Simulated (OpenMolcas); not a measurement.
Nb3+: moving the ligands

Nb3+ with 3 ligands (fluoride) in trigonal planar coordination (D3h) at 1.83 Å. Ligand basis ANO-RCC-VDZP.

```yaml
Program: OpenMolcas
Method: "SS-CASPT2, IPEA 0.25 Eh, imaginary shift 0.1 Eh (closed shells correlated: 4s 4p and the ligand valence shells)"
Basis: ANO-RCC-VTZP [7s6p4d2f1g]
Scalar_Hamiltonian: DKH2, point nucleus
Active_space: 2 electrons in 5 orbitals (4d)
State_averaging: 2S+1 = 3 even, 10 roots; 2S+1 = 1 even, 15 roots
Spin-orbit_coupling: RASSI with atomic mean-field integrals over the reference wave functions
```

Runs around this geometry, states (labels of D3, the rotations of D3h). Energies in cm-1 above the lowest state or level, χT in cm3 K/mol.

| R (Å) | Ground state | First state of that spin | First gap with spin-orbit (degeneracies) | χT at 300 K | First state of another spin |
| --- | --- | --- | --- | --- | --- |
| 1.79 | 2S+1 = 1 | 1E 6530 | 980 (1, 1) | 0.131 | 3E 870 |
| 1.83 | 3E | 7490 | 440 (1, 1) | 0.385 | 2S+1 = 1: 230 |
| 1.92 | 3E | 5090 | 240 (1, 1) | 0.553 | 2S+1 = 1: 2220 |

The ground state changes within this set.

Roots that are degenerate in the reference are averaged as groups; the widest CASPT2 spread within a group is 220 cm-1 (the 2-fold group of multiplicity 3 near 23800 cm-1 above the lowest state of its run, R = 1.79). Shifts and gaps below about the spread of the groups concerned are not significant. Ligand-to-metal charge-transfer states are missing. With no ligand orbital active B as a rule stays too high, so bands that hang on it stand too high and its fall with covalency is understated. The least metal-like active orbital is 69 % on the metal (Löwdin) and no ligand orbital is active, so the numbers are rough (holds for R = 1.79). An orbital doublet at a regular site is open to a Jahn-Teller distortion, which this geometry leaves out (holds for R = 1.83; R = 1.92). The least metal-like active orbital is 72 % on the metal (Löwdin) and no ligand orbital is active, so the numbers are rough (holds for R = 1.83). The least metal-like active orbital is 77 % on the metal (Löwdin) and no ligand orbital is active, so the numbers are rough (holds for R = 1.92). No measured value stands beside these numbers; the geometry is a model, was not optimised and need not be the one that this ion takes.

A state without a sure symmetry label is named by its multiplicity alone.
